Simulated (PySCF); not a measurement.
C4H8ClF, SMILES F[C@H](CCC)Cl.

Coordinates come from a B3LYP-D3(BJ)/def2-SVP optimisation. The structure was generated by enumeration; whether it is a known compound was not checked. One conformer was computed; it need not be the lowest.

Computed with TDA-PBE/def2-SVPD in PySCF 2.14.0.

Vertical excitations. Gas-phase values at a fixed geometry.

| state | energy (eV) | λ (nm) | f | main pairs |
|---|---|---|---|---|
| S1 | 6.86 | 181 | 0.003 | HOMO→LUMO 96 % |
| S2 | 7.25 | 171 | 0.003 | HOMO−1→LUMO 88 % |
| S3 | 7.30 | 170 | 0.026 | HOMO→LUMO+1 91 % |
| S4 | 7.55 | 164 | 0.002 | HOMO−2→LUMO 96 % |
| S5 | 7.65 | 162 | 0.006 | HOMO−1→LUMO+1 92 % |
| S6 | 7.66 | 162 | 0.006 | HOMO→LUMO+2 99 % |
| S7 | 7.84 | 158 | 0.014 | HOMO−3→LUMO 86 % |
| S8 | 8.02 | 155 | 0.010 | HOMO−1→LUMO+2 71 %, HOMO→LUMO+3 25 % |
| S9 | 8.02 | 155 | 0.031 | HOMO→LUMO+3 73 %, HOMO−1→LUMO+2 25 % |
| S10 | 8.20 | 151 | 0.051 | HOMO−4→LUMO 74 % |
| T1 | 6.23 | 199 | 0 | HOMO→LUMO 99 % |
| T2 | 6.56 | 189 | 0 | HOMO−1→LUMO 99 % |
| T3 | 7.21 | 172 | 0 | HOMO→LUMO+1 98 % |
| T4 | 7.47 | 166 | 0 | HOMO−2→LUMO 56 %, HOMO−3→LUMO 30 %, HOMO−4→LUMO 10 % |
Triplets are in the Tamm–Dancoff approximation.
